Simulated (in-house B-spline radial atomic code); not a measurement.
Configurations of Se IX (Se8+), with energies counted from [Ar] (3d3/2)4 (3d5/2)4. All numbers are computed (Dirac-Hartree-Fock, average of each configuration as written; Fermi nucleus of rms radius 4.14 fm) with a B-spline radial code for spherical atoms, not measured. Energies include first-order Breit, QED and recoil terms.

Occupations are held fixed; configurations that lie above the ionisation limit could autoionise.

| configuration | E - E(ref) (eV) | highest orbital | its <r> (bohr) |
| --- | --- | --- | --- |
| [Ar] (3d3/2)3 (3d5/2)5 | 1.2002 | 3d5/2 | 0.5725 |
| [Ar] (3d3/2)1 (3d5/2)6 (5f7/2)1 | 177.75 | 5f7/2 | 3.315 |
| [Ar] (3d3/2)3 (3d5/2)4 (6p1/2)1 | 179.13 | 6p1/2 | 4.144 |
| [Ar] (3d3/2)2 (3d5/2)5 (6g7/2)1 | 192.72 | 6g7/2 | 4.876 |
| [Ne] 3s2 (3p1/2)2 (3p3/2)3 (3d3/2)4 (3d5/2)4 (5f5/2)1 | 282.39 | 5f5/2 | 3.315 |
| [Ne] 3s2 (3p1/2)2 (3p3/2)3 (3d3/2)3 (3d5/2)5 (7p1/2)1 | 300.63 | 7p1/2 | 5.996 |

(1) Order these further configurations by energy, lowest first.
A. [Ar] (3d3/2)4 (3d5/2)3 6s1
B. [Ar] (3d3/2)1 (3d5/2)6 5s1
C. [Ar] (3d3/2)1 (3d5/2)6 4s1
D. [Ne] 3s2 (3p1/2)1 (3p3/2)4 (3d3/2)3 (3d5/2)6
E. [Ne] 3s2 (3p1/2)2 (3p3/2)3 (3d3/2)3 (3d5/2)5 4s1

(2) How far above the reference does [Ar] (3d3/2)2 (3d5/2)6 lie?

(3) How far above the reference does [Ne] 3s2 (3p1/2)1 (3p3/2)4 (3d3/2)2 (3d5/2)6 (6p3/2)1 lie?

Answers

(1) C (83.048 eV), D (114.71 eV), B (148.17 eV), A (173.94 eV), E (190.56 eV).

(2) 1.6541 eV; its least bound orbital is 3d5/2 with <r> = 0.5722 bohr.

(3) 290.35 eV; its least bound orbital is 6p3/2 with <r> = 4.166 bohr.
